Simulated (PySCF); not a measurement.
Method: PySCF with M06-2X/def2-TZVP. All species are isolated molecules in the gas phase. One relaxed conformer stands for a flexible species; it need not be the lowest. Excitations are Tamm–Dancoff values on a coarser integration grid. The basis has no diffuse functions, so Rydberg states are missing or too high.

Reference species (SMILES): `BC=C(C)C` (neutral, multiplicity 1).

The LUMO is -0.87 eV and the brightest of the four lowest singlets (TDA) is 5.78 eV.

Changed species: `C=C(C)CB`.

Q: Give the shifts of the LUMO and brightest of the four lowest singlets (TDA).

A: the LUMO rises by 0.41 eV, to -0.46 eV; the brightest of the four lowest singlets (TDA) goes up by 1.48 eV, to 7.26 eV.
